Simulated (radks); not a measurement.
Species: S4+. Configuration: [Ne] 3s2 (the NIST ground configuration). Method: non-relativistic Kohn-Sham, BLYP, spin-polarised, spherical densities, point nucleus; computed with a radial shooting solver on a logarithmic mesh with Libxc functionals.

Unscreened Slater integrals over Kohn-Sham orbitals (eV). They are taken over the spin-up orbitals. Empty in this configuration: 3p.

F0(3s,3s): 16.647
F0(3s,2p): 21.985
G1(3s,2p): 1.8566
F0(3s,2s): 21.753
G0(3s,2s): 1.4787
F0(3s,3p): 16.047
G1(3s,3p): 10.762
F0(2p,2p): 56.719
F2(2p,2p): 26.266
F0(2p,2s): 53.538
G1(2p,2s): 31.675
F0(2p,3p): 20.929
F2(2p,3p): 4.0656
G0(2p,3p): 1.7049
G2(2p,3p): 1.7188
F0(2s,2s): 51.436
F0(2s,3p): 20.626
G1(2s,3p): 1.3156
F0(3p,3p): 15.518
F2(3p,3p): 7.9411
